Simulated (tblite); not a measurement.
Compound: C6H9NOSi.
Cartesian coordinates in Å at the GFN2-xTB level; atoms count from 1:
```xyz
18
C6H9NOSi angstrom
C      2.8082   -0.4371    0.6085
C      1.5576   -0.4164    0.1781
C      0.6817    0.7891   -0.0812
C     -0.6547    0.0589   -0.3789
C     -1.1921    0.3839   -1.6557
N     -1.6365    0.6393   -2.6821
C     -1.7190    0.3024    0.6976
O     -2.0765    1.6551    0.8216
Si     0.2260   -1.6768   -0.2806
H      3.3399   -1.3606    0.7650
H      3.3535    0.4706    0.8199
H      1.0349    1.3705   -0.9354
H      0.5937    1.4615    0.7733
H     -2.6024   -0.3190    0.4845
H     -1.3241    0.0168    1.6762
H     -2.4259    1.9654   -0.0226
H     -0.3178   -2.5392    0.7657
H      0.3447   -2.3581   -1.5654
```

Method: GFN2-xTB as coded in tblite; computed harmonic values from a numerical Hessian at the method's own geometry, unscaled. Errors from tens to a few hundred cm⁻¹ against measured bands are possible. Modes of hydrogen on silicon can be 10 to 20 % off. One conformer, not necessarily the lowest.

Harmonic wavenumbers (cm⁻¹): 36.2, 86.9, 126.4, 143.4, 179.0, 263.5, 304.1, 307.9, 351.2, 416.3, 449.5, 455.6, 462.9, 487.8, 569.8, 616.7, 653.0, 668.6, 705.0, 770.7, 895.7, 911.6, 925.0, 933.5, 951.7, 1055.9, 1076.0, 1110.8, 1154.6, 1159.1, 1234.9, 1265.7, 1309.6, 1345.6, 1408.7, 1449.0, 1479.7, 1704.9, 2288.2, 2309.8, 2375.7, 2866.1, 2967.7, 2972.3, 2987.6, 3072.7, 3111.4, 3527.0.

A = 2005, B = 1031, C = 905.5 MHz; mass 139.045 u (most abundant isotopes); point group C1, symmetry number 1.

Zero-point energy?

½Σν̃ = 28952 cm⁻¹ = 346.35 kJ/mol.

Entropy at 298.15 K, 1 bar (ideal gas, RRHO, classical rotation)?

Translation 170.40, rotation 123.56, vibration 125.75: S = 419.7 J/(mol K).

And Cp and H(298.15 K) − H(0)?

Cp = 171.79 J/(mol K), of which vibrations give 138.53 (their classical limit is 48 R = 399.1); H(298.15 K) − H(0) = 30.23 kJ/mol without the zero-point energy, 20.32 from vibrations.

How do the functions run with temperature in this model?

| T (K) | S (J/(mol K)) | Cp (J/(mol K)) | H − H(0) (kJ/mol) | G − H(0) (kJ/mol) | ln q(vib) |
| --- | --- | --- | --- | --- | --- |
| 150 | 327.8 | 102.1 | 9.81 | -39.35 | 2.95 |
| 250 | 391.4 | 150.3 | 22.47 | -75.37 | 5.61 |
| 400 | 476.0 | 211.9 | 49.84 | -140.56 | 9.73 |
| 600 | 573.6 | 269.6 | 98.40 | -245.79 | 15.12 |
| 900 | 694.1 | 323.4 | 188.06 | -436.62 | 22.57 |

q(vib) and H(0) count from the zero-point level.

Blend soft modes into free rotors: weight 1/[1 + (100 cm⁻¹/ν̃)⁴] for the oscillator and the rest for a rotor with moment μB/(μ + B), μ = h/(8π²ν), B = 10⁻⁴⁴ kg m². What vibrational entropy results?

116.67 J/(mol K) in place of 125.75, which changes −T·S at 298.15 K by +2.71 kJ/mol.

Which modes carry the vibrational entropy at 298.15 K?

36.2 cm⁻¹: 22.83; 86.9 cm⁻¹: 15.60; 126.4 cm⁻¹: 12.55; 143.4 cm⁻¹: 11.54; 179.0 cm⁻¹: 9.79; 263.5 cm⁻¹: 6.86 J/(mol K); the other 42 give 46.59 together.

What must be added to the electronic energy to get the Gibbs energy at 298.15 K and 1 bar?

ZPE + [H(298.15 K) − H(0)] − T·S = 346.35 + 30.23 − 125.14 = 251.44 kJ/mol.

Hindered rotation and anharmonicity are outside this model. Other conformers, if any are populated, would add a mixing term that is left out. The structure is chiral; the term R ln 2 for an equal mix with its mirror image is left out.

The run took 1.3 s wall on one thread, Arm Neoverse N1 (aarch64), no GPU, shared host with 64 logical CPUs at a one-minute load of 57. The figure is for the frequency step alone.
